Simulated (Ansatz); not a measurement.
Nudged elastic band run: C3H9FSSi

input.yaml

```yaml
crystal:
  periodic: [false, false, false]
  atoms:
    - { symbol: C, position_ang: [-2.021369, 1.196962, -0.341386] }
    - { symbol: S, position_ang: [-1.451728, -0.225662, 0.644422] }
    - { symbol: C, position_ang: [0.182923, -0.561128, -0.137673] }
    - { symbol: C, position_ang: [0.648123, -1.923286, 0.35963] }
    - { symbol: F, position_ang: [0.03286, -0.627019, -1.539619] }
    - { symbol: Si, position_ang: [1.443755, 0.848341, 0.236147] }
    - { symbol: H, position_ang: [-1.839602, 0.993358, -1.413823] }
    - { symbol: H, position_ang: [-3.112054, 1.27277, -0.168946] }
    - { symbol: H, position_ang: [-1.53958, 2.148593, -0.043466] }
    - { symbol: H, position_ang: [1.621517, -2.183932, -0.102114] }
    - { symbol: H, position_ang: [-0.09573, -2.697444, 0.081021] }
    - { symbol: H, position_ang: [0.767706, -1.925229, 1.461158] }
    - { symbol: H, position_ang: [1.726913, 0.875664, 1.711873] }
    - { symbol: H, position_ang: [0.891615, 2.172676, -0.204357] }
    - { symbol: H, position_ang: [2.72295, 0.584736, -0.513566] }
basis:
  gaussian: { orbitals: def2-SVP }
hamiltonian:
  xc: pbe
  dispersion: d4
neb:
  order_check: false
  images: 7
  f_tol: 0.03
  max_iterations: 60
  initial_path: idpp
  final_atoms:
    - { symbol: C, position_ang: [-2.00346041, 1.24466224, -0.26859967] }
    - { symbol: S, position_ang: [-1.41802006, -0.15816975, 0.73628754] }
    - { symbol: C, position_ang: [0.15671997, -0.57334909, -0.12356021] }
    - { symbol: C, position_ang: [0.61556904, -1.92566787, 0.40592945] }
    - { symbol: F, position_ang: [-0.07823474, -0.69557174, -1.51061906] }
    - { symbol: Si, position_ang: [1.47698432, 0.81220015, 0.1070128] }
    - { symbol: H, position_ang: [-1.47844084, 2.19120341, -0.03534826] }
    - { symbol: H, position_ang: [-1.89088285, 0.99688683, -1.34101866] }
    - { symbol: H, position_ang: [-3.07934503, 1.36008428, -0.03685301] }
    - { symbol: H, position_ang: [1.55059734, -2.23475798, -0.10280602] }
    - { symbol: H, position_ang: [-0.16464671, -2.68913345, 0.20928125] }
    - { symbol: H, position_ang: [0.8042493, -1.88287782, 1.49692972] }
    - { symbol: H, position_ang: [1.83988834, 0.90971292, 1.56211105] }
    - { symbol: H, position_ang: [0.94173572, 2.1280064, -0.37752513] }
    - { symbol: H, position_ang: [2.70558562, 0.46617148, -0.6919208] }
```

Command:

```bash
$ ansatz run input.yaml --threads 2 --pin off --max-ram 3072MiB --backend cpu --events-out ev --progress --plain --runs-dir out
```

Output, in part (warnings, iteration lines, the closing report on the highest movable image, with atoms numbered from 0):

```
NEB end point (image 0): max|allowed force component| = 8.653e-3 eV/Å (the criterion of neb.relax_end_points is 1.000e-2)
NEB end point (image 8): max|allowed force component| = 3.068e-3 eV/Å (the criterion of neb.relax_end_points is 1.000e-2)
NEB iter   1: max|band force component| = 7.835e-1 eV/Å  barrier→ = 0.1764 eV  barrier← = 0.1763 eV  Δτ_max = 0.1606 Å  (262 SCF iters)
NEB iter   2: max|band force component| = 1.630e-1 eV/Å  barrier→ = 0.0548 eV  barrier← = 0.0548 eV  CI = image 4  Δτ_max = 0.1551 Å  (211 SCF iters)
NEB iter   3: max|band force component| = 1.466e-1 eV/Å  barrier→ = 0.0522 eV  barrier← = 0.0521 eV  CI = image 4  Δτ_max = 0.0329 Å  (210 SCF iters)
NEB iter   4: max|band force component| = 1.007e-1 eV/Å  barrier→ = 0.0497 eV  barrier← = 0.0497 eV  CI = image 4  Δτ_max = 0.0313 Å  (220 SCF iters)
NEB iter   5: max|band force component| = 5.075e-2 eV/Å  barrier→ = 0.0495 eV  barrier← = 0.0495 eV  CI = image 4  Δτ_max = 0.0209 Å  (210 SCF iters)
NEB iter   6: max|band force component| = 3.114e-2 eV/Å  barrier→ = 0.0492 eV  barrier← = 0.0492 eV  CI = image 4  Δτ_max = 0.0305 Å  (194 SCF iters)
NEB iter   7: max|band force component| = 1.824e-2 eV/Å  barrier→ = 0.0491 eV  barrier← = 0.0491 eV  CI = image 4  Δτ_max = 0.0000 Å  (423 SCF iters)
Total energy: -24661.33895041 eV, -906.2874903715 hartree
Atom 0 at    -1.971436     1.328908    -0.213218 Å, force     0.008173    -0.016481     0.010416 eV/Å
Atom 1 at    -1.335138    -0.002803     0.866334 Å, force    -0.002214     0.005013    -0.003422 eV/Å
Atom 2 at     0.127405    -0.580590    -0.101524 Å, force     0.002617     0.004719    -0.004795 eV/Å
Atom 3 at     0.529473    -1.939699     0.453545 Å, force    -0.000246     0.003880     0.001503 eV/Å
Atom 4 at    -0.225470    -0.734844    -1.456671 Å, force    -0.002638    -0.004163     0.000594 eV/Å
Atom 5 at     1.538301     0.730828    -0.010778 Å, force    -0.004508    -0.004575     0.002219 eV/Å
Atom 6 at    -1.238669     1.548740    -1.011276 Å, force     0.000004     0.004141    -0.003004 eV/Å
Atom 7 at    -2.917403     1.003107    -0.685496 Å, force    -0.003648     0.003160    -0.001381 eV/Å
Atom 8 at    -2.147284     2.241446     0.387130 Å, force    -0.002228     0.004471    -0.002386 eV/Å
Atom 9 at     1.405576    -2.331624    -0.101146 Å, force     0.000945    -0.000113     0.000241 eV/Å
Atom 10 at    -0.311856    -2.653456     0.341514 Å, force     0.000526     0.000711    -0.001150 eV/Å
Atom 11 at     0.794854    -1.868976     1.527045 Å, force     0.000058    -0.000587    -0.000267 eV/Å
Atom 12 at     2.015245     0.837868     1.409901 Å, force     0.001166     0.000088     0.000694 eV/Å
Atom 13 at     1.028063     2.060956    -0.485263 Å, force     0.000664    -0.001112     0.001471 eV/Å
Atom 14 at     2.686638     0.309541    -0.890795 Å, force     0.001328     0.000849    -0.000733 eV/Å
Dipole moment:     0.043285     0.058553     0.043668 e Å
```

It converged. A vibrational analysis at the climbing image gives one clearly imaginary mode, 163i cm⁻¹: a first-order saddle point.

Final band (atoms are numbered from 1 in the order of the input):

| image | path coordinate (Å) | energy (eV) | dihedral H7–C1–S2–C3 (°) |
| --- | --- | --- | --- |
| 0 | 0.00 | 0.000 | 45 |
| 1 | 0.40 | 0.004 | 34 |
| 2 | 0.80 | 0.020 | 20 |
| 3 | 1.20 | 0.040 | 5 |
| 4 | 1.59 | 0.049 | -10 |
| 5 | 2.13 | 0.035 | -31 |
| 6 | 2.66 | 0.014 | -49 |
| 7 | 3.19 | 0.003 | -65 |
| 8 | 3.72 | 0.000 | -78 |

Run time: 3.3 min on 2 threads of Arm Neoverse V1 (shared host), peak memory 0.19 GiB.
